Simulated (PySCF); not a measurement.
Simulated absorption spectrum

Species: C₄H₇O₂P.
Z-matrix (Å and degrees, GFN2-xTB geometry), rows numbered from 1:
```
C 
O   1  1.4157
C   2  1.3233  1  114.97
C   3  1.3515  2  140.71  1   173.57
C   4  1.4747  3  141.23  2     0.41
P   3  1.7900  2  151.03  1     1.00
O   6  1.4641  3  127.03  4  -109.65
H   1  1.0883  2  106.67  3   168.08
H   1  1.0944  2  110.85  3    48.45
H   1  1.0938  2  110.51  3   -72.63
H   5  1.0895  4  110.30  3  -129.62
H   5  1.0885  4  109.81  3    -9.06
H   5  1.0903  4  110.45  3   111.21
H   6  1.3888  3  111.78  4   100.88
```

The calculation used TDDFT CAM-B3LYP/def2-SVPD, vertical, gas phase, core orbitals frozen in the response in PySCF.

Broadening: Gaussians 0.5 eV wide at half height, area fixed by f = 4.319×10⁻⁹ ∫ε dν̃. The width is an assumption, not a result. The curve ends short of the highest state used, and states not computed would add to its high-energy end.

| λ (nm) | ε (L mol⁻¹ cm⁻¹) |
| --- | --- |
| 183.2 | 2156 |
| 184.4 | 2145 |
| 185.7 | 2199 |
| 187.0 | 2337 |
| 188.2 | 2542 |
| 189.5 | 2842 |
| 190.8 | 3203 |
| 192.1 | 3590 |
| 193.3 | 3931 |
| 194.6 | 4243 |
| 195.9 | 4454 |
| 197.1 | 4536 |
| 198.4 | 4492 |
| 199.7 | 4312 |
| 201.0 | 4018 |
| 202.2 | 3668 |
| 203.5 | 3238 |
| 204.8 | 2786 |
| 206.0 | 2376 |
| 207.3 | 1958 |
| 208.6 | 1584 |
| 209.8 | 1282 |
| 211.1 | 1006 |
| 212.4 | 779 |
| 213.7 | 596 |
| 214.9 | 462 |
| 216.2 | 347 |
| 217.5 | 259 |
| 218.7 | 196 |
| 220.0 | 144 |
| 221.3 | 104 |
| 222.5 | 77 |
| 223.8 | 55 |
| 225.1 | 38 |
| 226.4 | 27 |
| 227.6 | 19 |
| 228.9 | 13 |
| 230.2 | 9 |
| 231.4 | 6 |
| 232.7 | 4 |
| 234.0 | 2 |
| 235.3 | 2 |
| 236.5 | 1 |
| 237.8 | 1 |

Q: Locate the maxima and give the states behind the curve.

A: 197 nm (6.28 eV), ε about 4500, made up of S2 (94%) (ε in L mol⁻¹ cm⁻¹; maxima over ε = 5, shares over 10%). At its high-energy end, 6.77 eV, the curve is still rising (ε about 2200, from S2, S3, S5 and S6). The states used: S1 5.96 eV (f 0.0060); S2 6.28 eV (f 0.079); S3 6.61 eV (f 0.0066); S4 6.73 eV (f 0.0027); S5 6.80 eV (f 0.012); S6 6.98 eV (f 0.020); S7 7.17 eV (f 0.011); S8 7.37 eV (f 0.055).

Q: Coming from long wavelengths, where does ε first pass 100 L mol⁻¹ cm⁻¹?

A: At about 221 nm (5.60 eV), 0.37 eV below S1.

Q: On this curve, what absorbance would a 10⁻⁵ mol/L sample give at 193 nm over a 1 cm path?

A: 193 nm is 6.424 eV, where ε is about 3800 L mol⁻¹ cm⁻¹, so A = ε c l ≈ 0.038 (Beer–Lambert, with the gas-phase spectrum and the assumed width).

Q: What would ε be at 6.28 eV, the highest of these maxima, with half the width (0.25 eV)?

A: About 8550 L mol⁻¹ cm⁻¹ against 4540, a factor of about 1.9; a lone state at its own centre would give exactly 2.

One conformer stands for the species.
